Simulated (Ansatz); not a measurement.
Geometry optimisation, RHF/def2-SVP in Ansatz.

input.yaml

```yaml
crystal:
  periodic: [false, false, false]
  atoms:
    - { symbol: F, position_ang: [1.837, -0.0311, -0.4931] }
    - { symbol: Ge, position_ang: [0.1783, -0.5124, -0.0276] }
    - { symbol: F, position_ang: [-0.789, -0.8995, -1.4723] }
    - { symbol: S, position_ang: [-0.7504, 1.1332, 1.0903] }
    - { symbol: H, position_ang: [0.2964, -1.7712, 0.8592] }
    - { symbol: H, position_ang: [-0.7302, 2.017, -0.0027] }
basis:
  gaussian: { orbitals: def2-SVP }
hamiltonian:
  xc: hf
relax:
  f_tol: 0.015
  max_steps: 40
```

Run as:

```bash
$ ansatz run input.yaml --threads 1 --pin off --max-ram 2048MiB --backend cpu --events-out ev --progress --plain --runs-dir out
```

Problem. Where does it end, and by what steps?

Solution. The forces met the threshold. After 6 steps the energy has fallen by 0.324 eV; F1 moved furthest, 0.14 Å.

| step | energy less start (eV) | largest force component (eV/Å) | accepted |
| --- | --- | --- | --- |
| 0 | 0.0000 | 2.243 | yes |
| 1 | -0.2425 | 1.607 | yes |
| 2 | -0.3054 | 0.548 | yes |
| 3 | -0.3170 | 0.379 | yes |
| 4 | -0.3235 | 0.043 | yes |
| 5 | -0.3236 | 0.039 | yes |
| 6 | -0.3237 | 0.002 | yes |

```xyz
6
Properties=species:S:1:pos:R:3
F 1.718 -0.055 -0.562
Ge 0.175 -0.519 0.011
F -0.667 -0.870 -1.435
S -0.779 1.149 1.058
H 0.294 -1.768 0.854
H -0.699 1.998 0.028
```

Whether the end is a true minimum wasn't checked by a vibrational analysis.

Time of the run: 15 s on 1 thread of Arm Neoverse V2, with other jobs on the host, peak memory 0.17 GiB.
